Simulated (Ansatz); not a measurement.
This geometry of C3H10AlClSi (16 atoms, charge 0, multiplicity 1) is a first-order saddle point.

Level of theory: RKS PBE/STO-3G in Ansatz 0.2.0.

```xyz
16
Properties=species:S:1:pos:R:3
Al 1.137 -2.460 -0.603
C 1.709 -0.627 -0.602
Si 0.316 0.601 -0.896
C -1.096 0.345 0.366
C -1.345 1.599 1.238
Cl -2.723 1.326 2.464
H 0.796 -3.133 0.708
H 1.001 -3.196 -1.918
H 2.462 -0.455 -1.393
H 2.193 -0.366 0.355
H 0.776 1.982 -0.794
H -0.244 0.423 -2.230
H -0.861 -0.504 1.036
H -2.035 0.092 -0.161
H -1.654 2.477 0.630
H -0.455 1.874 1.844
```

Problem. Which two structures does it join? (They come from a converged band through this point; their orientation in space is the band's.)

Solution. No bond is made or broken. The dihedral C2–Si3–C4–H13 goes from 58 to -59°.

Initial state:

```xyz
16
Properties=species:S:1:pos:R:3
Al 0.608 -2.525 -1.073
C 1.659 -0.975 -0.648
Si 0.662 0.614 -0.511
C -0.676 0.457 0.832
C -1.492 1.763 0.977
Cl -2.808 1.629 2.290
H 0.058 -3.386 0.043
H 0.317 -2.846 -2.523
H 2.427 -0.804 -1.423
H 2.199 -1.113 0.305
H 1.496 1.762 -0.173
H -0.011 0.912 -1.770
H -0.208 0.216 1.806
H -1.370 -0.372 0.593
H -2.030 2.025 0.040
H -0.853 2.621 1.280
```

Final state:

```xyz
16
Properties=species:S:1:pos:R:3
Al 1.204 -2.193 -0.527
C 1.581 -0.315 -0.662
Si 0.087 0.738 -1.106
C -1.337 0.503 0.134
C -0.951 0.953 1.562
Cl -2.356 0.743 2.768
H 0.824 -2.779 0.815
H 1.261 -3.054 -1.770
H 2.343 -0.131 -1.440
H 2.000 0.072 0.283
H 0.412 2.160 -1.138
H -0.429 0.364 -2.417
H -1.653 -0.558 0.167
H -2.214 1.089 -0.201
H -0.683 2.031 1.600
H -0.111 0.355 1.977
```

Problem. How far does it lie above each of them?

Solution. 4.9 kJ/mol above the first and 4.1 kJ/mol above the second. This is the barrier of this one path; another mechanism may lie lower. Limits of this set-up: minimal basis.

The run took 72 s on 1 thread of AMD EPYC 9R45 96-Core Processor (Zen 5) (shared host), peak memory 0.13 GiB.
